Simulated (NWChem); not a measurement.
C2H6GaN; SMILES C=[CH][GaH][NH2]

Computed with NWChem. The geometry was optimised at PBE0/def2-SVP. One conformer.

Diagonal of the polarisability tensor at CAM-B3LYP/def2-SVPD, static: 67.61, 74.04, 45.68 bohr³.

### Question
Find the mean polarisability volume, the molar refraction, and the refractive index that an ideal gas of it would have at 273.15 K and 1 atm.

### Answer

1. Mean: one third of the trace = 62.45 bohr³ × 0.14818 Å³/bohr³ = 9.25 Å³.
2. Molar refraction (Lorentz-Lorenz): (4π/3) N_A α = 23.3 cm³/mol.
3. Number density p/kT = 2.687 × 10⁻⁵ Å⁻³; n − 1 = 2π N α = 15.62 × 10⁻⁴.
4. These hold the electronic response alone: vibrational and orientational terms add to the static dielectric constant.
